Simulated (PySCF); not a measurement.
SeN⁻: energy against distance

Set-up: Se aug-pcseg-1, N aug-pcseg-1; no relativity (PySCF 2.14). Energies in eV from Se⁻ + N in their ground configurations at the same level. State: ³Σ⁻ (triplet), unpaired electrons π ↑↑.

```
R (Å)    PBE0
1.525  -2.073
1.596  -2.739
1.667  -3.097
1.720  -3.222
1.773  -3.255
1.826  -3.219
1.897  -3.092
1.986  -2.850
2.092  -2.493
2.234  -1.984
```

Task: Put a parabola through the three lowest points of the PBE0 curve and estimate Re, k and ωe (reduced mass 11.92 u; 1 eV/Å² = 0.16022 mdyn/Å; ωe = 1302.8·√(k/μ) cm⁻¹).

Result: Through R = 1.72, 1.773, 1.826 Å the second-order coefficient is 12.3 eV/Å², so Re ≈ 1.772 Å, k ≈ 3.94 mdyn/Å and ωe ≈ 749 cm⁻¹. A polynomial fit of higher order to the unrounded PBE0 energies gives Re = 1.769 Å, k = 3.97 mdyn/Å, ωe = 752 cm⁻¹; anharmonicity and rounding make the difference.

The higher-order fit for each curve: PBE0: Re = 1.769 Å, ωe = 752 cm⁻¹, De = 3.26 eV.

Spin–orbit coupling is left out. For an ion De counts to the pair picked by the measured ionisation energies or electron affinities, which need not be the lowest pair at this level. The highest Kohn–Sham level is positive in this anion. Much of that is self-interaction error, but it also means that the finite basis helps to hold the extra electron. The state was picked by a PBE0 search and need not be the measured ground state.
